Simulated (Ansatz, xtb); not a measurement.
Species: CH$_{3}$Li, charge 0, multiplicity 1. SMILES: [Li][CH3]
Coordinates optimised at B3LYP-D3(BJ)/def2-TZVP (Ansatz, an electronic-structure program):
```
C
H 1 1.0977
H 1 1.0977 2 106.12
H 1 1.0977 2 106.12 3 112.60
Li 1 1.9692 2 112.65 3 -123.70
```
Charge 0, spin multiplicity 1.

Harmonic wavenumbers from GFN2-xTB (xtb, at its own minimum), cm⁻¹: 304, 304, 545, 1261, 1533, 1534, 2903, 2904, 2937.

Give the harmonic wavenumbers at B3LYP-D3(BJ)/def2-TZVP (Ansatz, finite differences of forces, unscaled).

451, 451, 633, 1100, 1448, 1448, 2968, 3026, 3026 cm⁻¹. Zero-point energy 20.8 kcal/mol.

From these and the geometry, give the ideal-gas thermochemistry at 298.15 K and 1 atm (rigid rotor, harmonic oscillator).

Point group C3v, rotational symmetry number 3. Rotational constants 162.8, 22.95, 22.95 GHz. S(trans) 35.20, S(rot) 16.68, S(vib) 2.07, S(elec, spin only) 0.00, S 54.0 cal/(mol K). H(298) - H(0) 2.81 kcal/mol; G - E(el) 7.5 kcal/mol.
